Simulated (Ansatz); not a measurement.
Consider the ligand exchange at the Si–C bond: `F[CH]([SiH3])[AlH][SiH3]` + `NN` → `NN[SiH3]` + `F[CH2][AlH][SiH3]`.

Calculated with Ansatz (gas phase, PBE0-D4/def2-TZVP geometries, no zero-point term in ΔE). CCSD(T)/CBS is the MP2 limit (def2-TZVPP, def2-QZVPP) plus CCSD(T) − MP2 in def2-TZVPP, frozen cores. This one scheme is used for every species. Functionals use def2-TZVPP. Each species was taken in one conformer, which may not be the lowest.

CCSD(T)/CBS gives -45.9 kJ/mol.

(1) Another level gave -38.3 kJ/mol. Which?
A. PBE-D4/def2-TZVPP
B. HF/def2-TZVPP
C. ωB97X-V/def2-TZVPP
D. SCS-MP2/def2-TZVPP

Largest T1 diagnostic among the species: 0.013.

Results:

(1) A. PBE-D4 -38.3, ωB97X-V -47.7, SCS-MP2/def2-TZVPP -52.3, HF/def2-TZVPP -63.9 kJ/mol.

The D4 term adds +5.5 kJ/mol with B3LYP and +3.3 kJ/mol with PBE0; it sums over pairs of atoms, weighted by their polarisabilities, and B3LYP, whose exchange is more repulsive, gets the larger term. In def2-TZVPP, CCSD(T) changes the Hartree–Fock value by +17.7 kJ/mol (the triples alone add +3.1 kJ/mol) and MP2 by +14.0 kJ/mol.

B3LYP here is the variant with VWN-RPA as its local correlation; programs differ in this.
